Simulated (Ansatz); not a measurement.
Start from `O=C=NB(F)F` and change one element to get `O=C=[N][Ga]([F])[F]`.

Ansatz, PBE0-D4/def2-TZVP geometries, multiplicity 1. Each molecule was computed in one conformer, which needn't be the lowest.

Scalar relativity is left out up to krypton.

```tsv
property	`O=C=NB(F)F`
HOMO energy (B3LYP/def2-TZVPP) / eV	-9.49
HOMO–LUMO gap (PBE/def2-TZVPP) / eV	6.43
size of the dipole moment (ωB97M-V/def2-TZVPP) / D	0.05
ideal-gas entropy at 298 K and 1 bar (rigid rotor, harmonic PBE0-D4/def2-TZVP) / J/(mol·K)	321
HOMO–LUMO gap (B3LYP/def2-TZVPP) / eV	8.44
LUMO energy (ωB97M-V/def2-TZVPP) / eV	1.43
```

Give the same properties after the change, and the shifts. (Best estimate.)

The calculation gave: 
```tsv
property	`O=C=[N][Ga]([F])[F]`	shift
HOMO energy (B3LYP/def2-TZVPP) / eV	-9.27	0.22
HOMO–LUMO gap (PBE/def2-TZVPP) / eV	5.14	-1.29
size of the dipole moment (ωB97M-V/def2-TZVPP) / D	0.29	0.24
ideal-gas entropy at 298 K and 1 bar (rigid rotor, harmonic PBE0-D4/def2-TZVP) / J/(mol·K)	363	42
HOMO–LUMO gap (B3LYP/def2-TZVPP) / eV	6.93	-1.51
LUMO energy (ωB97M-V/def2-TZVPP) / eV	0.03	-1.40
```

With PBE0 the HOMO rises by 0.23 eV and the LUMO falls by 1.15 eV, so the gap narrows by about 1.38 eV. PBE moves the HOMO by 0.15 eV and ωB97M-V by 0.25 eV. Dipoles are sizes alone; their direction can turn. Modes under 60 cm⁻¹, often nearly free rotors, make the harmonic entropy too high.

B3LYP here is the variant with VWN-RPA as its local correlation; programs differ in this.
